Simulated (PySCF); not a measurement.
Mg²⁺ (magnesium, charge +2): UHF calculation

Configuration: [Ne], closed-shell 1S. Computed with PySCF 2.14 in cc-pVTZ-DK (5s4p2d1f, 34 functions), with scalar relativity by spin-free X2C-1e.

```
Total energy                        : -199.134571 hartree
One-electron energy                 : -271.5080 hartree
Hartree (Coulomb) energy            : 88.0894 hartree
Exchange energy                     : -15.7160 hartree
⟨S²⟩                                : 0.0000
⟨L²⟩                                : 0.000
Sum of ⟨r⟩                          : 5.723 bohr
Sum of ⟨r²⟩                         : 4.713 bohr²
Langevin diamagnetic susceptibility : -3.73 ×10⁻⁶ cm³/mol
Time after the integrals            : 0.06 s of wall time on 1 thread of Neoverse-V1 (shared host)
```

| shell | electrons | mean orbital energy (hartree) | rms radius, mean of both spins (bohr) |
| --- | --- | --- | --- |
| 1s | 2 | -49.86063 | 0.151 |
| 2s | 2 | -4.49816 | 0.754 |
| 2p | 6 | -3.00726 | 0.767 |
